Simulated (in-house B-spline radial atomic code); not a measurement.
Values are calculated unless marked as measured or tabulated.
# Se in electron gases of falling density

A nucleus sits in a uniform electron gas with a rigid positive background. The Kohn-Sham equations are solved self-consistently in the spin-unpolarised LDA (PW92), non-relativistic, on B-splines with outgoing waves at the boundary and partial waves to l = 8. The model has no lattice, no bands and no magnetic solution. Atomic units; δ_l are the phase shifts at the Fermi level, counted so that each bound state adds π, and good to about 0.0005.

| r_s (bohr) | k_F | δ0/π | δ1/π | δ2/π | shallowest bound level (hartree) | σ_tr (bohr²) | Q (a.u.) |
| --- | --- | --- | --- | --- | --- | --- | --- |
| 1.5 | 1.2794 | 3.184 | 2.396 | 1.210 | s -0.201 | 13.15 | 1.190 |
| 1.65 | 1.1631 | 3.243 | 2.442 | 1.199 | s -0.226 | 18.58 | 1.149 |
| 1.8 | 1.0662 | 3.297 | 2.483 | 1.184 | s -0.248 | 24.91 | 1.087 |
| 2 | 0.9596 | 3.359 | 2.532 | 1.162 | s -0.273 | 33.93 | 0.972 |
| 2.07 | 0.9271 | 3.378 | 2.547 | 1.154 | s -0.281 | 37.03 | 0.924 |
| 2.2 | 0.8723 | 3.412 | 2.574 | 1.140 | s -0.293 | 42.46 | 0.830 |
| 2.4 | 0.7996 | 3.459 | 2.611 | 1.118 | s -0.308 | 49.51 | 0.684 |
| 2.67 | 0.7188 | 3.510 | 2.652 | 1.091 | s -0.322 | 56.00 | 0.505 |
| 3 | 0.6397 | 3.559 | 2.692 | 1.063 | p -0.00312 | 59.86 | 0.339 |
| 3.3 | 0.5816 | 3.591 | 2.720 | 1.043 | p -0.00429 | 61.14 | 0.236 |
| 3.6 | 0.5331 | 3.614 | 2.741 | 1.028 | p -0.00375 | 61.91 | 0.169 |
| 4 | 0.4798 | 3.632 | 2.762 | 1.013 | p -0.00166 | 63.81 | 0.114 |

Q = n k_F σ_tr, with n = 3/(4π r_s³).

**Question.** How does the screening charge move between partial waves as the gas thins?

**Answer.** By (2/π)(2l + 1) δ_l, at r_s = 1.5 it is s 6.37, p 14.38, d 12.10, f and beyond 1.16, and at r_s = 4 s 7.26, p 16.57, d 10.13, f and beyond 0.04. The free atom is [Ar] 3d10 4s2 4p4.

**Question.** What end-to-end powers of r_s do the first and last rows give for σ_tr and Q?

**Answer.** σ_tr goes as r_s^+1.61 and Q as r_s^-2.39. Since n k_F/k_F² goes as r_s⁻², Q = 4π n Σ/k_F would fall as r_s⁻² at fixed phase shifts; the sum Σ (l + 1) sin²(δ_l − δ_(l+1)) is 1.713 in the first row and 1.169 in the last, and ranges from 1.17 to 2.57 between them, so these powers are no law.
